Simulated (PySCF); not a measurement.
Al(Et)2(NH2), SMILES C[CH2][Al]([NH2])[CH2]C (C4H12AlN), singlet, GFN2-xTB optimised geometry.

```
18

Al     0.30    -0.64     0.00
C     -0.67    -2.40     0.00
C     -2.20    -2.28    -0.01
H     -0.37    -2.99     0.88
H     -0.36    -3.00    -0.86
H     -2.54    -1.74    -0.89
H     -2.55    -1.73     0.86
H     -2.68    -3.26     0.00
C     -0.72     1.10     0.00
C      0.21     2.33    -0.01
H     -1.38     1.17     0.87
H     -1.39     1.17    -0.87
H      0.85     2.32    -0.89
H      0.86     2.32     0.87
H     -0.36     3.26    -0.01
N      2.07    -0.64     0.00
H      2.66    -1.46     0.00
H      2.68     0.17     0.00
```

Density from PBE0/def2-SVP in PySCF 2.14.0 at that geometry.

Minimum of the electron density along straight lines between bonded atoms, close to the bond critical point (lines longer than 1.1 times the sum of covalent radii, or with two minima, are not listed):

```
bond     length / Å  ρ at the minimum / e bohr⁻³  ∇²ρ there / e bohr⁻⁵  position (fraction from the first atom)
-------  ----------  ---------------------------  --------------------  ---------------------------------------
Al1–C2        2.011                        0.077                  0.29                                     0.39
C2–C3         1.535                        0.234                 -0.51                                     0.50
C2–H4         1.099                        0.264                 -0.89                                     0.62
C2–H5         1.099                        0.264                 -0.89                                     0.62
C3–H6         1.089                        0.275                 -1.00                                     0.62
C3–H7         1.089                        0.275                 -1.00                                     0.62
C3–H8         1.091                        0.274                 -0.99                                     0.62
Al1–C9        2.014                        0.077                  0.29                                     0.39
C9–C10        1.535                        0.234                 -0.51                                     0.50
C9–H11        1.099                        0.264                 -0.90                                     0.62
C9–H12        1.099                        0.264                 -0.90                                     0.62
C10–H13       1.089                        0.275                 -1.00                                     0.62
C10–H14       1.089                        0.275                 -1.00                                     0.62
C10–H15       1.091                        0.274                 -0.99                                     0.62
Al1–N16       1.779                   (withheld)                  0.67                                     0.42
N16–H17       1.013                        0.327                 -1.49                                     0.76
N16–H18       1.012                        0.328                 -1.49                                     0.76
```

Task: Fill in the missing entries.

Result: 
- Al1–N16, ρ at the minimum / e bohr⁻³: 0.093
